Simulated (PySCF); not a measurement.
furan-2-ylsilane (C4H6OSi), SMILES [SiH3]c1ccco1.

Geometry optimised at PBE-D3(BJ)/def2-SVP.

Level of theory: PBE-D3(BJ)/def2-SVP in PySCF.

Frequencies are harmonic and unscaled.

**Question.** Give all harmonic wavenumbers and intensities. (The exact figures need the calculation; the answer reports its results.)

**Answer.** 
| mode | ν (cm⁻¹) | IR (km/mol) | moving atoms (share of kinetic energy) |
|---|---|---|---|
| 1 | 93 | 0.1 | H 88 % |
| 2 | 160 | 1.8 | C 60 %, H 25 %, O 9 % |
| 3 | 188 | 0.1 | C 42 %, H 26 %, O 19 %, Si 13 % |
| 4 | 438 | 13.7 | Si 58 %, C 25 %, H 9 % |
| 5 | 577 | 20.3 | H 55 %, C 24 %, O 15 % |
| 6 | 597 | 8.0 | C 61 %, H 29 %, O 10 % |
| 7 | 627 | 46.1 | H 79 %, Si 13 % |
| 8 | 690 | 15.5 | C 46 %, H 39 %, O 10 % |
| 9 | 732 | 54.5 | H 76 %, C 20 % |
| 10 | 805 | 5.0 | H 76 %, C 24 % |
| 11 | 866 | 0.1 | H 73 %, C 27 % |
| 12 | 873 | 1.9 | C 77 %, H 13 %, O 11 % |
| 13 | 879 | 198.4 | H 71 %, O 14 %, C 12 % |
| 14 | 897 | 38.2 | H 97 % |
| 15 | 905 | 65.4 | H 39 %, O 29 %, C 27 % |
| 16 | 922 | 56.0 | H 97 % |
| 17 | 994 | 32.7 | H 75 %, C 14 %, O 11 % |
| 18 | 1067 | 9.9 | H 53 %, C 33 %, O 14 % |
| 19 | 1136 | 17.1 | C 56 %, H 33 %, O 10 % |
| 20 | 1170 | 1.2 | C 49 %, O 32 %, H 19 % |
| 21 | 1197 | 10.6 | C 49 %, H 43 % |
| 22 | 1370 | 1.5 | C 69 %, H 29 % |
| 23 | 1458 | 12.8 | C 91 % |
| 24 | 1553 | 5.3 | C 88 %, H 12 % |
| 25 | 2164 | 95.4 | H 99 % |
| 26 | 2166 | 100.6 | H 96 % |
| 27 | 2184 | 83.0 | H 96 % |
| 28 | 3182 | 0.9 | H 92 %, C 8 % |
| 29 | 3193 | 0.1 | H 91 %, C 9 % |
| 30 | 3212 | 0.0 | H 90 %, C 10 % |
